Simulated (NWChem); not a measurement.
# CH₃CaClN₂

```xyz
8

Ca    -0.0023     0.1787     0.0000
Cl     0.0012     2.6545     0.0000
C      0.0018    -2.4776     0.0000
N      0.0004    -1.8154    -1.1468
N      0.0004    -1.8154     1.1468
H      0.0039    -3.5865     0.0000
H      0.0020    -2.4159    -1.9630
H      0.0020    -2.4159     1.9630
```
Atoms are numbered in this order, from 1.

Geometry: optimised at PBE0/def2-SVP. B3LYP is NWChem's, with the RPA form of VWN correlation.

Symmetry labels are those of Cs in the frame above (b1 and b2, or b-type labels, depend on it).

**Question.** List the 4 lowest vertical singlet excitations from B3LYP/def2-SVPD, TDA (NWChem).

**Answer.** 
| state | energy (eV) | oscillator strength | symmetry | leading excitation (squared amplitude) |
|---|---|---|---|---|
| S1 | 4.41 | 0.000 | a" | HOMO → LUMO (0.99) |
| S2 | 5.10 | 0.022 | a" | HOMO−1 → LUMO (0.99) |
| S3 | 5.13 | 0.040 | a' | HOMO−2 → LUMO (0.99) |
| S4 | 5.42 | 0.018 | a' | HOMO−3 → LUMO (0.98) |
